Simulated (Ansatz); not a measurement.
Reaction (redistribution): `C=N[SiH2]F` + `[CH3][V](=[NH])([F])[Cl]` → `C=N[SiH2]C` + `[NH]=[V]([F])([F])[Cl]`

Isolated molecules relaxed with PBE0-D4/def2-TZVP in Ansatz; ΔE leaves out vibrations. CCSD(T)/CBS is the MP2 limit (def2-TZVPP, def2-QZVPP) plus CCSD(T) − MP2 in def2-TZVPP, frozen cores. DFT in def2-TZVPP. B3LYP here is the variant with VWN-RPA as its local correlation; programs differ in this. For V outer-core shells are correlated without core-valence functions, which leaves a few kJ/mol of doubt a bond. Scalar relativity is left out up to krypton. Each species was taken in one conformer, which may not be the lowest.

`C=N[SiH2]F`:

```xyz
8

C    -1.463   -0.402    0.216
N    -0.259   -0.756    0.159
Si    1.144    0.184   -0.146
F     0.829    1.737   -0.390
H    -1.809    0.631    0.067
H    -2.246   -1.141    0.424
H     2.021    0.087    1.040
H     1.783   -0.341   -1.371
```

`[CH3][V](=[NH])([F])[Cl]`:

Cartesian coordinates in Å:
```
C -1.018 -0.738 0.011
V 0.740 0.152 -0.295
N 0.559 1.514 0.519
F 0.870 0.438 -1.997
Cl 2.251 -1.084 0.618
H -1.177 -0.886 1.080
H -0.959 -1.696 -0.515
H -1.810 -0.112 -0.404
H 0.543 2.412 0.984
```

`C=N[SiH2]C`:

```xyz
11

C     1.794    1.286   -0.023
N     0.598    1.112    0.324
Si   -0.123   -0.458    0.584
C    -1.597   -0.634   -0.540
H     2.186    2.299   -0.177
H     2.516    0.470   -0.193
H     0.868   -1.551    0.330
H    -0.538   -0.512    2.010
H    -2.310    0.173   -0.363
H    -2.103   -1.586   -0.364
H    -1.292   -0.599   -1.588
```

`[NH]=[V]([F])([F])[Cl]`:

```xyz
6

N    -0.472   -0.619    0.885
V     0.250    0.171   -0.290
F     1.537    1.092    0.388
F     0.840   -0.976   -1.431
Cl   -1.218    1.452   -1.185
H    -0.938   -1.119    1.632
```

| level | ΔE (kJ/mol) |
| --- | --- |
| B3LYP-D4 | 2.3 |
| r2SCAN0-D4 | 5.3 |
| revPBE | -17.4 |
| BLYP | -8.8 |
| MP2/def2-SVP | -27.1 |
| CCSD(T)/def2-SVP | -7.1 |
| CCSD(T)/def2-TZVPP | 13.0 |
| MP2/def2-QZVPP | 5.6 |

**Question.** What does CCSD(T)/CBS give? (An estimate is asked.)

**Answer.** The calculation gave: +18.7 kJ/mol. The listed levels differ from it by -16.4, -13.4, -36.1, -27.5, -45.8, -25.8, -5.7, -13.1 kJ/mol.

Largest T1 diagnostic among the species: 0.031, so the coupled-cluster value is less sure than usual.

From PBE to PBE0 (25 % exact exchange), in def2-TZVPP and without D4, ΔE moves by +14.6 kJ/mol. In def2-TZVPP, CCSD(T) changes the Hartree–Fock value by −20.6 kJ/mol (the triples alone add −8.4 kJ/mol) and MP2 by −31.6 kJ/mol. Leaving LDA and LC-ωPBE aside and taking each functional with its dispersion term where it has one, the values, not all of them listed here, spread over 38.9 kJ/mol, from revPBE-D4 to BHLYP-D4.
